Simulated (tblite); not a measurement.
Species: C₆H₁₁O (doublet state).
Atom-mapped SMILES: `[CH2:1][CH2:2][C@H:3]([OH:4])[CH2:5][CH:6]=[CH2:7]` (hydrogens: H8, H9 on C1; H10, H11 on C2; H12 on C3; H13 on O4; H14, H15 on C5; H16 on C6; H17, H18 on C7)

Cartesian coordinates in Å at the GFN2-xTB level; atoms count from 1:
```xyz
18
C6H11O angstrom
C     -2.3226   -0.3248   -0.7941
C     -1.8191   -0.4528    0.5769
C     -0.4672    0.3071    0.8146
O     -0.6470    1.6935    0.7301
C      0.6085   -0.2021   -0.1589
C      1.9462    0.3779    0.1687
C      3.0162   -0.3395    0.4552
H     -2.8800    0.5419   -1.0945
H     -2.0916   -1.0603   -1.5396
H     -2.5292   -0.0210    1.2880
H     -1.6446   -1.4994    0.8335
H     -0.1440    0.1256    1.8454
H     -0.9401    1.9059   -0.1649
H      0.3147    0.0900   -1.1731
H      0.6492   -1.2908   -0.1134
H      1.9873    1.4587    0.1804
H      3.9632    0.1137    0.6929
H      2.9913   -1.4173    0.4545
```

Calculated harmonic vibrations of the isolated species, GFN2-xTB (tblite), most abundant isotopes, no scaling. This tight-binding method is rough: wavenumbers can miss measured ones by several per cent, in bad cases by 10 to 20. One conformer, not necessarily the lowest. Open shells enter through the occupations alone, without spin polarisation, and single modes of such species can be off by tens of per cent.

Harmonic wavenumbers (cm⁻¹): 61.9, 70.3, 98.5, 182.7, 185.4, 259.9, 318.2, 368.1, 401.2, 468.4, 478.9, 611.6, 634.5, 802.7, 865.2, 890.9, 904.2, 960.5, 992.6, 1017.6, 1031.0, 1100.3, 1110.9, 1128.0, 1177.7, 1195.5, 1227.9, 1256.9, 1278.3, 1286.7, 1318.4, 1349.2, 1402.8, 1416.5, 1464.9, 1467.0, 1716.9, 2929.9, 2941.5, 2949.1, 2972.1, 2996.9, 3068.6, 3097.2, 3126.8, 3130.7, 3169.6, 3511.5.

A = 5132, B = 1430, C = 1268 MHz; mass 99.081 u (most abundant isotopes); point group C1, symmetry number 1; spin multiplicity 2.

What is the zero-point energy?

½Σν̃ = 33198 cm⁻¹ = 94.92 kcal/mol.

What is S at 200 K and 1 bar for an ideal gas of classical rigid rotors and harmonic oscillators?

Translation 37.73, rotation 26.75, vibration 16.61, spin (R ln 2) 1.38: S = 82.5 cal/(mol K).

And Cp and H(200 K) − H(0)?

Cp = 25.99 cal/(mol K), of which vibrations give 18.04 (their classical limit is 48 R = 95.4); H(200 K) − H(0) = 3.42 kcal/mol without the zero-point energy, 1.83 from vibrations.

Which modes carry the vibrational entropy at 200 K?

61.9 cm⁻¹: 3.61; 70.3 cm⁻¹: 3.36; 98.5 cm⁻¹: 2.71; 182.7 cm⁻¹: 1.58; 185.4 cm⁻¹: 1.56; 259.9 cm⁻¹: 1.01 cal/(mol K); the other 42 give 2.78 together.

How do the functions run with temperature in this model?

| T (K) | S (cal/(mol K)) | Cp (cal/(mol K)) | H − H(0) (kcal/mol) | G − H(0) (kcal/mol) | ln q(vib) |
| --- | --- | --- | --- | --- | --- |
| 50 | 57.4 | 12.6 | 0.49 | -2.38 | 0.40 |
| 100 | 67.7 | 17.5 | 1.24 | -5.53 | 1.45 |
| 298.15 | 94.5 | 34.8 | 6.40 | -21.77 | 6.00 |
| 373.15 | 103.0 | 41.7 | 9.27 | -29.18 | 7.71 |
| 500 | 116.7 | 52.0 | 15.24 | -43.12 | 10.60 |
| 750 | 140.8 | 66.5 | 30.19 | -75.39 | 16.16 |
| 1000 | 161.3 | 76.0 | 48.07 | -113.22 | 21.39 |

q(vib) and H(0) count from the zero-point level.

What must be added to the electronic energy to get the Gibbs energy at 200 K and 1 bar?

ZPE + [H(200 K) − H(0)] − T·S = 94.92 + 3.42 − 16.49 = 81.85 kcal/mol.

Blend soft modes into free rotors: weight 1/[1 + (100 cm⁻¹/ν̃)⁴] for the oscillator and the rest for a rotor with moment μB/(μ + B), μ = h/(8π²ν), B = 10⁻⁴⁴ kg m². What vibrational entropy results?

15.53 cal/(mol K) in place of 16.61, which changes −T·S at 200 K by +0.22 kcal/mol.

Hindered rotation and anharmonicity are outside this model. Other conformers, if any are populated, would add a mixing term that is left out. The structure is chiral; the term R ln 2 for an equal mix with its mirror image is left out.
